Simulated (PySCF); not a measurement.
PySCF input file for Sn(H)2(OH)(NH2) (H5NOSn), SMILES [NH2][SnH2][OH], C-PCM-PBE0/def2-SVP. Geometry: r2SCAN-D4/def2-SVP. The geometry has at least one imaginary mode, so it is a saddle point at that level. The def2 effective core potentials stand for the cores of Sn; spin–orbit coupling is left out. Other conformers were not sampled.

```python
import numpy as np
from pyscf import gto, scf, dft
from pyscf.solvent import pcm

mol = gto.M(
    atom='''
    Sn    0.29270417   -0.02499475    0.00000000
    N    -0.73520667    1.72959277   -0.00000000
    O    -1.07201893   -1.49238159   -0.00000000
    H     1.21390672   -0.09799546    1.44561013
    H     1.21390673   -0.09799546   -1.44561013
    H    -1.33650435    1.82427465   -0.81941533
    H    -1.33650435    1.82427465    0.81941533
    H    -0.66741534   -2.37091730   -0.00000001
    ''',
    basis='def2-SVP',
    ecp={'Sn': 'def2-svp'},
    charge=0,
    spin=0,
    max_memory=1600,
    verbose=3,
)
mf = dft.RKS(mol, xc='pbe0').density_fit(auxbasis='def2-universal-jkfit')
mf.grids.level = 3
mf.conv_tol = 1e-9
mf.max_cycle = 100
mf.kernel()
res = {}
for name, eps in {'water': 78.355, 'dimethylsulfoxide': 46.826, 'N,N-dimethylformamide': 37.219}.items():
    s = mf.PCM()
    s.with_solvent.method, s.with_solvent.eps, s.with_solvent.lebedev_order = 'C-PCM', eps, 29
    s.kernel(mf.make_rdm1())
    res[name] = (s.e_tot, eps, s.dip_moment(), s.mo_energy, s.converged)
    print(f'{name}: electrostatic solvation free energy {(s.e_tot - mf.e_tot) * 627.509474:.3f} kcal/mol')
```

It prints:

```
converged SCF energy = -347.023145665399

WARN: PCM is an experimental feature. It is still in testing.
Features and APIs may be changed in the future.

converged SCF energy = -347.035173526028
Dipole moment(X, Y, Z, Debye):  0.91620, -0.78873, -0.00000
water: electrostatic solvation free energy -7.548 kcal/mol

WARN: PCM is an experimental feature. It is still in testing.
Features and APIs may be changed in the future.

converged SCF energy = -347.035059351183
Dipole moment(X, Y, Z, Debye):  0.91404, -0.78679, -0.00000
dimethylsulfoxide: electrostatic solvation free energy -7.476 kcal/mol

WARN: PCM is an experimental feature. It is still in testing.
Features and APIs may be changed in the future.

converged SCF energy = -347.034986207745
Dipole moment(X, Y, Z, Debye):  0.91265, -0.78555, -0.00000
N,N-dimethylformamide: electrostatic solvation free energy -7.430 kcal/mol
```

The calculation finished and met its thresholds.

Cost: about 30 core-seconds (a rough figure).
